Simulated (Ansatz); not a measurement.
A made-up structure of CHOTe, doublet:

```
atom    x (Å)    y (Å)    z (Å)
  O1  -0.1122   2.2735  -2.2949
  C2  -0.3521  -0.1159   0.9436
 Te3   0.1826   0.4965  -1.3373
  H4   1.2973  -0.7214  -1.2461
```

It is relaxed with PBE-D4/def2-SVP and then PBE0-D4/def2-TZVP (Ansatz 0.2.0). Atoms count as bonded within 1.22 times the sum of their covalent radii (H–H: 0.88 Å). The end point is not checked to be a true minimum.

Task: Does its bonding change? (A judgement: the text doesn't fix the answer.)

Result: Computed: No: no bond forms or breaks.

Where it ends: The first stage lowers the energy by 1.33 eV in 8 steps. It ends as CHOTe ([C][TeH][O]):
```
4
angstrom
O 0.1033 1.9525 -1.9679
C -0.2782 0.1345 0.7627
Te -0.1712 0.2814 -1.3448
H 1.3617 -0.4357 -1.3846
```

Labels in which every atom is bracketed show which atoms are joined, not bond orders.

For scale, one of the runs: PBE0-D4/def2-TZVP relaxation, 118 basis functions, launched by `ansatz run in.yaml --threads 2 --pin off --events-out ev --progress --plain --max-ram 4352MiB`. The run took about 69 s on 2 CPU threads of an Arm Neoverse V2 (shared host).
